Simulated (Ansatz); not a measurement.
One change: `[OH][Zn][N]([SiH3])[SiH3]` becomes `[OH][Mg][N]([SiH3])[SiH3]`.

Ansatz, PBE0-D4/def2-TZVP geometries, multiplicity 1. Each molecule was computed in one conformer, which needn't be the lowest.

Scalar relativity is left out up to krypton.

```tsv
property	`[OH][Zn][N]([SiH3])[SiH3]`
LUMO energy (B3LYP/def2-TZVPP) / eV	-1.51
LUMO energy (PBE/def2-TZVPP) / eV	-2.11
LUMO energy (PBE0/def2-TZVPP) / eV	-1.23
HOMO energy (B3LYP/def2-TZVPP) / eV	-7.34
HOMO–LUMO gap (PBE0/def2-TZVPP) / eV	6.32
HOMO energy (PBE0/def2-TZVPP) / eV	-7.55
```

What does the change do to each property? (An estimate is asked.)

Ansatz gave: 
| property | `[OH][Mg][N]([SiH3])[SiH3]` | shift |
| --- | --- | --- |
| LUMO energy (B3LYP/def2-TZVPP) / eV | -1.66 | -0.15 |
| LUMO energy (PBE/def2-TZVPP) / eV | -2.16 | -0.05 |
| LUMO energy (PBE0/def2-TZVPP) / eV | -1.39 | -0.16 |
| HOMO energy (B3LYP/def2-TZVPP) / eV | -7.14 | 0.20 |
| HOMO–LUMO gap (PBE0/def2-TZVPP) / eV | 5.97 | -0.35 |
| HOMO energy (PBE0/def2-TZVPP) / eV | -7.36 | 0.19 |

With PBE0 the HOMO rises by 0.19 eV and the LUMO falls by 0.16 eV, so the gap narrows by about 0.35 eV. PBE moves the HOMO by 0.17 eV and ωB97M-V by 0.20 eV.

Positive LUMOs are unbound, so they and the gaps depend on the basis.

B3LYP here is the variant with VWN-RPA as its local correlation; programs differ in this.
